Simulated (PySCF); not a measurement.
Worked example: entropy of an ideal gas

HO₃S, SMILES O[S+]([O-])[O-], charge -1.

Geometry: PBE0-D3(BJ)/def2-SVPD. One conformer was computed; it need not be the lowest.

PBE0-D3(BJ)/def2-SVPD (PySCF) gives the harmonic wavenumbers 218, 362, 398, 524, 606, 1007, 1098, 1147, 3806 cm⁻¹ and the rotational temperatures 0.4219, 0.3778, 0.2315 K. The molar mass is 81.06 g/mol, the symmetry number 1, the spin multiplicity 1.

### Question
Work out the entropy at 298.15 K and 1 atm in the rigid-rotor, harmonic-oscillator model.

### Answer

Translation (Sackur–Tetrode at 1 atm): S = R[1.5 ln M + 2.5 ln T − 1.16487] = 163.6 J/(mol K).
Rotation: q = (√π/σ) T^1.5/√(θA θB θC) = 47500, S = R[ln q + 3/2] = 102.0 J/(mol K).
Vibration: with u = 1.4388 ν/T, each mode gives R[u/(e^u − 1) − ln(1 − e^−u)]:
| ν (cm⁻¹) | modes | u | S (J/(mol K)) |
|---|---|---|---|
| 218 | 1 | 1.05 | 8.27 |
| 362 | 1 | 1.75 | 4.66 |
| 398 | 1 | 1.92 | 4.06 |
| 524 | 1 | 2.53 | 2.51 |
| 606 | 1 | 2.92 | 1.84 |
| 1007 | 1 | 4.86 | 0.38 |
| 1098 | 1 | 5.30 | 0.26 |
| 1147 | 1 | 5.54 | 0.22 |
The stiffer modes add less than 0.005 each. Sum 22.2 J/(mol K).
Spin: R ln 1 = 0.0 J/(mol K).
Total 287.8 J/(mol K); the program's own thermochemistry gives 287.8. Translation makes up 57 % and vibration 8 %. Anharmonicity, hindered rotation and orbital degeneracy are left out.
